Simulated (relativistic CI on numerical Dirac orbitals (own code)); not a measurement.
# Ru XVI: computed level list

Method of calculation: Dirac-Coulomb-Breit CI, KLI orbitals optimised for each configuration, model QED, unscaled Slater integrals (own radial code, finite nucleus).

Configuration list (outside the closed core [Ar]): 3d10 4s, 3d10 4p, 3d10 4d, 3d10 4f, 3d10 5s, 3d10 5p, 3d10 5d, 3d10 5f, 3d10 5g, 3d10 6s, 3d10 6p, 3d9 4s2, 3d10 6d, 3d10 6f, 3d10 7s, 3d9 4s 4p, 3d10 8s, 3d9 4s 4d, 3d9 4s 4f, 3d9 4s 5s, 3d9 4s 5p, 3d9 4s 5d, 3d9 4s 5f. Double excitations out of closed p, d and f shells are left out; levels of such configurations are missing from the list, as are those of other unlisted configurations, and high levels can miss mixing partners.

The lowest level is 3d10 4s 2S_1/2, with 100 % of that term; Hund's rules for 3d10 4s give 2S with J = 1/2, in agreement.

| No. | Configuration | Term | J | E (eV) | % | Next component (%) | Landé g | jj configuration (%) |
| --- | --- | --- | --- | --- | --- | --- | --- | --- |
| 1 | 3d10 4s | 2S | 1/2 | 0.000 | 100 |  | 2.001 | 4s (100) |
| 2 | 3d10 4p | 2P° | 1/2 | 32.926 | 100 |  | 0.665 | 4p1/2 (100) |
| 3 | 3d10 4p | 2P° | 3/2 | 38.196 | 100 |  | 1.333 | 4p3/2 (100) |
| 4 | 3d10 4d | 2D | 3/2 | 92.156 | 100 |  | 0.799 | 4d3/2 (100) |
| 5 | 3d10 4d | 2D | 5/2 | 93.068 | 100 |  | 1.200 | 4d5/2 (100) |
| 6 | 3d10 4f | 2F° | 5/2 | 147.548 | 100 |  | 0.856 | 4f5/2 (100) |
| 7 | 3d10 4f | 2F° | 7/2 | 147.577 | 100 |  | 1.143 | 4f7/2 (100) |
| 8 | 3d10 5s | 2S | 1/2 | 164.508 | 100 |  | 2.002 | 5s (100) |
| 9 | 3d10 5p | 2P° | 1/2 | 179.155 | 100 |  | 0.665 | 5p1/2 (100) |
| 10 | 3d10 5p | 2P° | 3/2 | 181.402 | 100 |  | 1.334 | 5p3/2 (100) |
| 11 | 3d10 5d | 2D | 3/2 | 205.280 | 100 |  | 0.799 | 5d3/2 (100) |
| 12 | 3d10 5d | 2D | 5/2 | 205.692 | 100 |  | 1.200 | 5d5/2 (100) |
| 13 | 3d10 5f | 2F° | 5/2 | 229.425 | 100 |  | 0.856 | 5f5/2 (100) |
| 14 | 3d10 5f | 2F° | 7/2 | 229.452 | 100 |  | 1.143 | 5f7/2 (100) |
| 15 | 3d10 5g | 2G | 7/2 | 235.405 | 100 |  | 0.888 | 5g7/2 (100) |
| 16 | 3d10 5g | 2G | 9/2 | 235.421 | 100 |  | 1.111 | 5g9/2 (100) |
| 17 | 3d10 6s | 2S | 1/2 | 239.800 | 100 |  | 2.002 | 6s (100) |
| 18 | 3d10 6p | 2P° | 1/2 | 247.543 | 100 |  | 0.665 | 6p1/2 (100) |
| 19 | 3d10 6p | 2P° | 3/2 | 248.722 | 100 |  | 1.334 | 6p3/2 (100) |
| 20 | 3d9 4s2 | 2D | 5/2 | 256.022 | 100 |  | 1.198 | 3d5/2^5 (100) |
| 21 | 3d9 4s2 | 2D | 3/2 | 260.336 | 100 |  | 0.797 | 3d3/2^3 3d5/2^6 (100) |
| 22 | 3d10 6d | 2D | 3/2 | 261.446 | 100 |  | 0.799 | 6d3/2 (100) |
| 23 | 3d10 6d | 2D | 5/2 | 261.669 | 100 |  | 1.200 | 6d5/2 (100) |
| 24 | 3d10 6f | 2F° | 5/2 | 274.345 | 100 |  | 0.857 | 6f5/2 (100) |
| 25 | 3d10 6f | 2F° | 7/2 | 274.366 | 100 |  | 1.143 | 6f7/2 (100) |
| 26 | 3d10 7s | 2S | 1/2 | 280.765 | 100 |  | 2.002 | 7s (100) |
| 27 | 3d9 4s 4p | 4P° | 5/2 | 282.311 | 71 | 18 4D° | 1.495 | 3d5/2^5 4s 4p1/2 (89) |
| 28 | 3d9 4s 4p | 2F° | 5/2 | 283.949 | 45 | 38 4F° | 1.028 | 3d5/2^5 4s 4p1/2 (82) |
| 29 | 3d9 4s 4p | 4F° | 7/2 | 284.272 | 63 | 19 4D° | 1.254 | 3d5/2^5 4s 4p1/2 (80) |
| 30 | 3d9 4s 4p | 4P° | 3/2 | 284.766 | 41 | 24 4D° | 1.312 | 3d5/2^5 4s 4p1/2 (69) |
| 31 | 3d9 4s 4p | 4F° | 3/2 | 286.969 | 83 | 10 4P° | 0.582 | 3d3/2^3 3d5/2^6 4s 4p1/2 (81) |
| 32 | 3d9 4s 4p | 4F° | 9/2 | 287.508 | 100 |  | 1.332 | 3d5/2^5 4s 4p3/2 (100) |
| 33 | 3d9 4s 4p | 2D° | 3/2 | 288.485 | 49 | 33 4P° | 1.198 | 3d3/2^3 3d5/2^6 4s 4p1/2 (48) |
| 34 | 3d9 4s 4p | 4P° | 1/2 | 288.489 | 62 | 27 4D° | 1.725 | 3d5/2^5 4s 4p3/2 (47) |
| 35 | 3d9 4s 4p | 2F° | 5/2 | 288.582 | 48 | 31 4F° | 1.029 | 3d3/2^3 3d5/2^6 4s 4p1/2 (55) |
| 36 | 3d9 4s 4p | 4D° | 7/2 | 289.568 | 73 | 21 2F° | 1.355 | 3d5/2^5 4s 4p3/2 (98) |
| 37 | 3d9 4s 4p | 2D° | 5/2 | 289.832 | 53 | 26 4D° | 1.248 | 3d5/2^5 4s 4p3/2 (65) |
| 38 | 3d9 4s 4p | 2P° | 3/2 | 290.137 | 57 | 22 4D° | 1.192 | 3d5/2^5 4s 4p3/2 (52) |
| 39 | 3d9 4s 4p | 2P° | 1/2 | 290.472 | 79 | 21 4D° | 0.521 | 3d3/2^3 3d5/2^6 4s 4p1/2 (45) |
| 40 | 3d9 4s 4p | 4D° | 1/2 | 291.933 | 49 | 38 4P° | 1.098 | 3d3/2^3 3d5/2^6 4s 4p3/2 (80) |
| 41 | 3d9 4s 4p | 2F° | 7/2 | 293.038 | 63 | 30 4F° | 1.191 | 3d3/2^3 3d5/2^6 4s 4p3/2 (99) |
| 42 | 3d9 4s 4p | 4D° | 3/2 | 293.291 | 51 | 22 2D° | 1.174 | 3d3/2^3 3d5/2^6 4s 4p3/2 (88) |
| 43 | 3d9 4s 4p | 2D° | 5/2 | 293.963 | 43 | 39 4D° | 1.242 | 3d3/2^3 3d5/2^6 4s 4p3/2 (94) |
| 44 | 3d9 4s 4p | 2P° | 3/2 | 299.096 | 94 | 4 2D° | 1.305 | 3d5/2^5 4s 4p3/2 (84) |
| 45 | 3d9 4s 4p | 2F° | 7/2 | 299.210 | 97 | 1 4D° | 1.146 | 3d5/2^5 4s 4p3/2 (82) |
| 46 | 3d9 4s 4p | 2D° | 5/2 | 300.972 | 78 | 21 2F° | 1.128 | 3d5/2^5 4s 4p3/2 (77) |
| 47 | 3d9 4s 4p | 2P° | 1/2 | 302.916 | 97 | 3 4D° | 0.643 | 3d3/2^3 3d5/2^6 4s 4p3/2 (80) |
| 48 | 3d9 4s 4p | 2F° | 5/2 | 303.789 | 77 | 21 2D° | 0.932 | 3d3/2^3 3d5/2^6 4s 4p3/2 (79) |
| 49 | 3d9 4s 4p | 2D° | 3/2 | 305.324 | 94 | 4 2P° | 0.820 | 3d3/2^3 3d5/2^6 4s 4p3/2 (79) |
| 50 | 3d10 8s | 2S | 1/2 | 305.552 | 100 |  | 2.002 | 8s (100) |
| 51 | 3d9 4s 4d | 4S | 3/2 | 343.225 | 82 | 15 4P | 1.942 | 3d5/2^5 4s 4d3/2 (63) |
| 52 | 3d9 4s 4d | 4G | 9/2 | 345.788 | 76 | 20 2G | 1.164 | 3d5/2^5 4s 4d3/2 (66) |
| 53 | 3d9 4s 4d | 4P | 5/2 | 345.832 | 58 | 38 4D | 1.488 | 3d5/2^5 4s 4d3/2 (74) |
| 54 | 3d9 4s 4d | 4G | 11/2 | 345.885 | 100 |  | 1.272 | 3d5/2^5 4s 4d5/2 (100) |
| 55 | 3d9 4s 4d | 4G | 7/2 | 345.966 | 50 | 42 2G | 0.963 | 3d5/2^5 4s 4d3/2 (95) |
| 56 | 3d9 4s 4d | 4D | 3/2 | 346.206 | 37 | 29 4P | 1.398 | 3d5/2^5 4s 4d3/2 (55) |
| 57 | 3d9 4s 4d | 2P | 1/2 | 346.276 | 33 | 33 4P | 1.285 | 3d5/2^5 4s 4d3/2 (77) |
| 58 | 3d9 4s 4d | 4D | 7/2 | 346.717 | 75 | 18 4F | 1.357 | 3d5/2^5 4s 4d5/2 (52) |
| 59 | 3d9 4s 4d | 4F | 5/2 | 347.255 | 29 | 26 4G | 0.968 | 3d5/2^5 4s 4d3/2 (70) |
| 60 | 3d9 4s 4d | 2P | 1/2 | 347.468 | 35 | 35 2S | 1.531 | 3d5/2^5 4s 4d5/2 (85) |
| 61 | 3d9 4s 4d | 4F | 7/2 | 347.954 | 31 | 29 2F | 1.147 | 3d5/2^5 4s 4d5/2 (73) |
| 62 | 3d9 4s 4d | 4D | 5/2 | 347.961 | 27 | 20 2F | 1.139 | 3d5/2^5 4s 4d5/2 (76) |
| 63 | 3d9 4s 4d | 4F | 9/2 | 348.011 | 81 | 19 2G | 1.290 | 3d5/2^5 4s 4d5/2 (98) |
| 64 | 3d9 4s 4d | 2D | 3/2 | 348.053 | 45 | 21 4F | 0.923 | 3d5/2^5 4s 4d3/2 (48) |
| 65 | 3d9 4s 4d | 2S | 1/2 | 349.565 | 45 | 40 4P | 2.080 | 3d3/2^3 3d5/2^6 4s 4d3/2 (37) |
| 66 | 3d9 4s 4d | 2P | 3/2 | 349.814 | 54 | 33 4P | 1.548 | 3d3/2^3 3d5/2^6 4s 4d5/2 (59) |
| 67 | 3d9 4s 4d | 4G | 5/2 | 349.991 | 57 | 32 2F | 0.716 | 3d3/2^3 3d5/2^6 4s 4d3/2 (78) |
| 68 | 3d9 4s 4d | 4D | 1/2 | 350.357 | 67 | 30 2P | 0.269 | 3d3/2^3 3d5/2^6 4s 4d3/2 (89) |
| 69 | 3d9 4s 4d | 4G | 7/2 | 350.569 | 44 | 30 2G | 1.008 | 3d3/2^3 3d5/2^6 4s 4d3/2 (53) |
| 70 | 3d9 4s 4d | 4D | 3/2 | 351.032 | 48 | 17 2D | 1.092 | 3d3/2^3 3d5/2^6 4s 4d5/2 (53) |

Energies count from the lowest computed level; ° marks odd parity. Filled j subshells are mostly left out of the jj labels.

The mean weight of the leading LS term, summed over parents, in these 70 levels is 76 %, and that of the leading jj configuration (from the same eigenvectors) 84 %.

At this charge energies of transitions that change n are usually good to better than 1 %, and those within a shell (Δn = 0) to a few per cent.

LS names give the leading component of a level, which can be under half, so a name can repeat, a term be missing and a line seem to break the LS rules.
